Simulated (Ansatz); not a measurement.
Molecule: C₆H₁₃ (charge 0, doublet). SMILES: C[CH]C(C)CC
Geometry: optimised at B3LYP-D3(BJ)/def2-TZVP (Ansatz, an electronic-structure program).

Wanted: atomisation energy, in kcal/mol. Terms: non-relativistic; UHF or UKS for open shells; spin-orbit terms left out; 6-31G* and kin with 6d, 5d where marked; dispersion terms only where a functional's name holds one; valence correlation only; atomisation electronic, to ground-state atoms; LANL2DZ all-electron up to Ne; 6-311+G** with 5d. CBS(X,Y): correlation extrapolated as X^-3; Hartree-Fock from the larger set. [CCSD(T)-MP2]/basis is that difference in the basis named. Ab initio and DFT rows: single points at B3LYP-D3(BJ) geometries (Ansatz).

Coupled cluster (Ansatz) is a level with limits of its own, used here on species with T1 under 0.025 (0.045 for open shells) and stable references: RI-MP2/CBS(cc-pVTZ,cc-pVQZ)+[CCSD(T)-MP2]/cc-pVTZ.

Value to compare with, RI-MP2/CBS(cc-pVTZ,cc-pVQZ)+[CCSD(T)-MP2]/cc-pVTZ (Ansatz): 1783.5 kcal/mol.

```tsv
level	program	atomisation energy (kcal/mol)	difference
B3LYP/STO-3G	Ansatz	2134.4	350.9
B3LYP/3-21G	Ansatz	1767.3	-16.2
B3LYP/LANL2DZ	Ansatz	1740.3	-43.2
B3LYP/6-31G	Ansatz	1754.6	-28.9
B3LYP/6-31G*	Ansatz	1779.6	-3.9
B3LYP/6-31+G*	Ansatz	1765.7	-17.8
B3LYP/6-31G**	Ansatz	1791.2	7.7
B3LYP/def2-SVP	Ansatz	1785.4	1.9
B3LYP/cc-pVDZ	Ansatz	1752.3	-31.2
B3LYP/6-311+G**	Ansatz	1766.3	-17.2
B3LYP/def2-TZVPD	Ansatz	1772.4	-11.1
```

Among the 10 habitual levels, B3LYP/STO-3G lies farthest from RI-MP2/CBS(cc-pVTZ,cc-pVQZ)+[CCSD(T)-MP2]/cc-pVTZ (Ansatz) (350.9 kcal/mol) and B3LYP/def2-SVP nearest (1.9); 3 of 10 lie above it, and their mean absolute difference is 51.9 kcal/mol, the median 17.5. One case shows no general order.

The sets are all those run for this method; left out are runs that failed, that the program found above a lower state of the same kind, or whose <S^2> lies over 0.5 above the pure value.
